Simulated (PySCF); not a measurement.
BI3, SMILES IB(I)I (connectivity only; charge and spin as stated), charge -1, multiplicity 2.

Geometry: PBE0-D3(BJ)/def2-SVPD. The multiplicity is an assumed one; no other spin state was optimised. The isomer is the one that the SMILES or the coordinates give; other isomers of the formula were not compared. The def2 effective core potentials stand for the cores of I; spin–orbit coupling is left out.

These are PySCF with M06-2X/def2-SVPD values and carry that method's errors.

Isolated molecule, no solvent.

Computed frontier levels, dipole moment and polarisability:
| Property | Value |
|---|---|
| α spin, highest occupied and lowest empty level | -1.49 and 3.06 eV |
| β spin, highest occupied and lowest empty level | -3.92 and 2.95 eV |
| dipole moment about the centre of nuclear charge | 0.54 D |
| mean static polarisability | 143.9 bohr³ (21.32 Å³) |
| polarisability, principal values | 107.8, 161.9, 161.9 bohr³ |
| ⟨S²⟩ | 0.756 (pure state 0.75) |
